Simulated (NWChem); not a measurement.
System: C$_{2}$H$_{3}$O$_{3}$ anion

Input file for NWChem:

```
start job
memory heap 200 mb stack 700 mb global 900 mb
charge -1
geometry units angstroms noautosym nocenter noautoz
  C      0.016628     1.776494     0.000999
  O     -0.700355     0.570451     0.000144
  C      0.047655    -0.681919     0.000101
  O     -0.703383    -1.663116    -0.000379
  O      1.286980    -0.575769     0.000324
  H      1.099673     1.580993    -0.004229
  H     -0.240861     2.371980     0.898808
  H     -0.249013     2.377160    -0.890824
end
basis spherical
  * library aug-cc-pvdz
end
dft
  xc pbe0
  iterations 150
end
cosmo
  dielec 78.4
end
task dft energy
```

Coordinates come from a B3LYP/def2-SVPD optimisation. No frequency run checked for a minimum.

Level: PBE0/aug-cc-pVDZ with COSMO at NWChem's default radii, gas-phase geometry; the question gives the dielectric constant. Reactions with the solvent are ignored.

Task: Give the results of this calculation. (PBE0/aug-cc-pVDZ, COSMO on the gas-phase geometry.) Quantities: electrostatic solvation energy (kcal/mol).

Result: 
```
Item                                       Result
-----------------------------------------  ------
electrostatic solvation energy (kcal/mol)   -66.9
```
